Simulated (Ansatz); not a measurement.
Isolated molecules relaxed with PBE0-D4/def2-TZVP in Ansatz; ΔE leaves out vibrations. CBS: MP2 limit from def2 TZ/QZ plus the TZ coupled-cluster correction, frozen cores. DFT in def2-TZVPP. B3LYP here is the variant with VWN-RPA as its local correlation; programs differ in this. For Zn outer-core shells are correlated without core-valence functions, which leaves a few kJ/mol of doubt a bond. Scalar relativity is left out up to krypton. Each species was taken in one conformer, which may not be the lowest.

Consider the formal exchange of groups at a Zn–O bond: `C[O][Zn][CH3]` + `C=CC(F)S` → `[CH3][Zn][CH](F)S` + `C=COC`.

Question: Is it downhill or uphill in electronic energy at CCSD(T)/CBS, and by how much? (Estimate.)

Answer: Ansatz gave: Uphill: ΔE = +87.9 kJ/mol.

Question: What do these levels give: r2SCAN-D4, PBE0-D4, B3LYP-D4, PBE0, MP2/def2-TZVPP, SCS-MP2/def2-TZVPP, CCSD/def2-TZVPP, CCSD(T)/def2-TZVPP, MP2/def2-QZVPP, SCS-MP2/def2-QZVPP, HF/CBS(def2), MP2/CBS(def2)? (An estimate is asked.)

Answer: Ansatz gave: r2SCAN-D4 76.5, PBE0-D4 74.3, B3LYP-D4 78.3, PBE0 74.1, MP2/def2-TZVPP 90.7, SCS-MP2/def2-TZVPP 92.3, CCSD/def2-TZVPP 89.8, CCSD(T)/def2-TZVPP 87.0, MP2/def2-QZVPP 92.0, SCS-MP2/def2-QZVPP 93.7, HF/CBS(def2) 98.6, MP2/CBS(def2) 91.6 kJ/mol.

Largest T1 diagnostic among the species: 0.015.

In def2-TZVPP, CCSD(T) changes the Hartree–Fock value by −9.1 kJ/mol (the triples alone add −2.8 kJ/mol) and MP2 by −5.3 kJ/mol. From PBE to PBE0 (25 % exact exchange), in def2-TZVPP and without D4, ΔE moves by +6.6 kJ/mol.
